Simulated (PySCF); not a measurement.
Isomers of C3H7SSi (doublet state), one GFN2-xTB conformer each. Single-point energies are computed at B3LYP/pcH-1 (PySCF, gas phase, no added dispersion term), electronic only. GFN2-xTB treats the open shell by occupation alone, and not every SCF solution was tested for stability.

| SMILES | GFN2-xTB relative energy (kJ/mol) |
| --- | --- |
| C=[C][SiH2]SC | 92.2 |
| [CH2]C(=C)S[SiH3] | 0.0 |
| C=C[SiH]SC | 37.7 |

Conformers: `[CH2:1]=[C:2][SiH2:3][S:4][CH3:5]` (doublet state) with C1–C2–Si3–S4 84°, C2–Si3–S4–C5 62°; `[CH2:1][C:2](=[CH2:3])[S:4][SiH3:5]` (doublet state) with H–C1–C2–C3 179° and 1°, C1–C2–S4–Si5 -89°; `[CH2:1]=[CH:2][SiH:3][S:4][CH3:5]` (doublet state) with C1–C2–Si3–S4 -157°, C2–Si3–S4–C5 -167°.

Task: What does B3LYP/pcH-1 give for the same structures?

Result: 
```json
{"SMILES": "C=C[SiH]SC", "B3LYP/pcH-1 E (Eh)": "-806.20405", "B3LYP/pcH-1 (kJ/mol)": "0.0", "GFN2-xTB (kJ/mol)": "37.7", "point group": "C1"}
{"SMILES": "[CH2]C(=C)S[SiH3]", "B3LYP/pcH-1 E (Eh)": "-806.19273", "B3LYP/pcH-1 (kJ/mol)": "29.7", "GFN2-xTB (kJ/mol)": "0.0", "point group": "Cs"}
{"SMILES": "C=[C][SiH2]SC", "B3LYP/pcH-1 E (Eh)": "-806.17554", "B3LYP/pcH-1 (kJ/mol)": "74.9", "GFN2-xTB (kJ/mol)": "92.2", "point group": "C1"}
```

GFN2-xTB puts [CH2]C(=C)S[SiH3] lowest instead; measured from each level's own lowest isomer, the values differ by up to 37.7 kJ/mol (C=C[SiH]SC: 37.7 against 0.0).
